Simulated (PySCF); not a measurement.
# Electron correlation in Pd⁻ (palladium, charge -1)

[Kr] 4d10 5s1, 2S determinant. Computed with PySCF 2.14 in aug-cc-pVTZ-PP with ECP28MDF (6s6p5d3f2g, 88 functions), with a scalar-relativistic core potential. Frozen: 4s2 4p6; 11 electrons correlated.

```json
{"level": "CCSD", "correlation energy (mhartree)": "-368.49"}
{"level": "(T)", "correlation energy (mhartree)": "-23.17"}
{"level": "CCSD(T)", "correlation energy (mhartree)": "-391.66"}
```

Diagnostics: T1 = 0.071, D1 = 0.3237, largest double amplitude 0.019.

T1 exceeds 0.03, a sign that the reference determinant is poor.

Cost of the coupled-cluster step: about 80 core-seconds, for 11 correlated electrons.

Iterations:

```
CC2 = 0
CCSD nocc = (np.int64(6), np.int64(5)), nmo = (84, 84)
frozen orbitals [[0, 1, 2, 3], [0, 1, 2, 3]]
max_cycle = 100
direct = 0
conv_tol = 1e-08
conv_tol_normt = 1e-06
diis_space = 8
diis_start_cycle = 0
Init t2, MP2 energy = -0.401112747715276
Init E_corr(UCCSD) = -0.401112747741804
cycle = 1  E_corr(UCCSD) = -0.351945936382729  dE = 0.0491668114  norm(t1,t2) = 0.137811
cycle = 2  E_corr(UCCSD) = -0.366542757851403  dE = -0.0145968215  norm(t1,t2) = 0.072044
cycle = 3  E_corr(UCCSD) = -0.364789283378796  dE = 0.00175347447  norm(t1,t2) = 0.0574767
cycle = 4  E_corr(UCCSD) = -0.367327092321936  dE = -0.00253780894  norm(t1,t2) = 0.0392263
cycle = 5  E_corr(UCCSD) = -0.368495513549652  dE = -0.00116842123  norm(t1,t2) = 0.00949273
cycle = 6  E_corr(UCCSD) = -0.368510635314701  dE = -1.5121765e-05  norm(t1,t2) = 0.00210122
cycle = 7  E_corr(UCCSD) = -0.368490879965517  dE = 1.97553492e-05  norm(t1,t2) = 0.00154513
cycle = 8  E_corr(UCCSD) = -0.368482490467962  dE = 8.38949756e-06  norm(t1,t2) = 0.000475906
cycle = 9  E_corr(UCCSD) = -0.368481167719712  dE = 1.32274825e-06  norm(t1,t2) = 0.000226181
cycle = 10  E_corr(UCCSD) = -0.368485950350436  dE = -4.78263072e-06  norm(t1,t2) = 7.98216e-05
cycle = 11  E_corr(UCCSD) = -0.368485852897927  dE = 9.74525088e-08  norm(t1,t2) = 3.94308e-05
cycle = 12  E_corr(UCCSD) = -0.368485165472775  dE = 6.87425152e-07  norm(t1,t2) = 1.21724e-05
cycle = 13  E_corr(UCCSD) = -0.368485459020816  dE = -2.93548041e-07  norm(t1,t2) = 3.39679e-06
cycle = 14  E_corr(UCCSD) = -0.368485492381817  dE = -3.33610009e-08  norm(t1,t2) = 1.30261e-06
cycle = 15  E_corr(UCCSD) = -0.368485463384738  dE = 2.89970788e-08  norm(t1,t2) = 4.93219e-07
cycle = 16  E_corr(UCCSD) = -0.368485465287596  dE = -1.90285793e-09  norm(t1,t2) = 2.20762e-07
UCCSD converged
E(UCCSD) = -126.9686913182361  E_corr = -0.3684854652875958
UCCSD(T) correction = -0.0231675252952371
```
